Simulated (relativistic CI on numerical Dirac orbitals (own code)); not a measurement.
# What each ingredient does to the levels of Kr18+

Base calculation: Dirac-Coulomb-Breit CI, KLI orbitals optimised for each configuration, model QED (radiative potential, 1s self-energy scaled to tabulated hydrogen-like ionisation energies), unscaled Slater integrals.

Configurations in the expansion (outside the closed core [Ne]): 3s²3p⁶, 3s²3p⁵3d, 3s3p⁶3d, 3s²3p⁵4s, 3s²3p⁵4p, 3s²3p⁵4d, 3s3p⁶4s, 3s²3p⁵4f, 3s3p⁶4p, 3p⁶3d4p, 3s3p⁶4d, 3s3p⁶4f, 3s²3p⁵5s, 3s²3p⁵5p, 3s²3p⁵5d, 3s²3p⁵5f, 3s²3p⁵5g, 3s3p⁶5s, 3s3p⁶5p, 3s²3p⁵6s, 3s²3p⁵6p, 3s3p⁶5d, 3s²3p⁵6d, 3p⁶3d², 3p⁵3d³, 3p⁵3d²4s, 3p⁵3d²4p, 3p⁵3d²4d, 3p⁶3d4s, 3p⁵3d4s², 3p⁵3d4s4p, 3p⁵3d4s4d. Double excitations out of closed p, d and f shells are left out; levels of such configurations are missing from the list, as are those of other unlisted configurations, and high levels can miss mixing partners. These lack a partner that the ground configuration has and come out too high: 3s²3p⁵4f, 3s²3p⁵5s, 3s²3p⁵5p, 3s²3p⁵5d, 3s²3p⁵5f.

Variants: (1) configuration mixing switched off; (2) non-relativistic limit. Shifts of the energy above 3s²3p⁶ ¹S0, in cm⁻¹, for the lowest level and the first level of each name with at least 55 % of one term (blank where a level changes its place among those of its configuration and J or its character, or is not in the variant):

| Level | Base | Δ(1) | Δ(2) |
| --- | --- | --- | --- |
| 3s²3p⁶ ¹S0 | 0 | 0 | 0 |
| 3s²3p⁵3d ³P°0 | 708468 | -304 | -6481 |
| 3s²3p⁵3d ³P°1 | 720647 | -304 | -18659 |
| 3s²3p⁵3d ³P°2 | 745940 | -301 | -43953 |
| 3s²3p⁵3d ³F°4 | 753661 | +462 | -22050 |
| 3s²3p⁵3d ³F°3 | 756222 | +281 | -24611 |
| 3s²3p⁵3d ³F°2 | 775528 | +54 | -43917 |
| 3s²3p⁵3d ³D°3 | 809941 | -402 | -22692 |
| 3s²3p⁵3d ³D°1 | 839104 | -464 | -51855 |
| 3s²3p⁵3d ¹P°1 | 1067888 | -2 | -52922 |
| 3s3p⁶3d ³D1 | 1435378 | +1051 | -111268 |
| 3s3p⁶3d ³D2 | 1440877 | +1048 | -116766 |
| 3s3p⁶3d ³D3 | 1451368 | +1044 | -127257 |
| 3s3p⁶3d ¹D2 | 1517847 | +1034 | -123803 |

At this charge energies of transitions that change n are usually good to better than 1 %, and those within a shell (Δn = 0) to a few per cent.

Ionisation energy from the two ground configurations alone: base 784.369 eV. The NIST ASD value (semi-empirical) is 785.316 eV.

LS names give the leading component of a level, which can be under half, so a name can repeat, a term be missing and a line seem to break the LS rules.
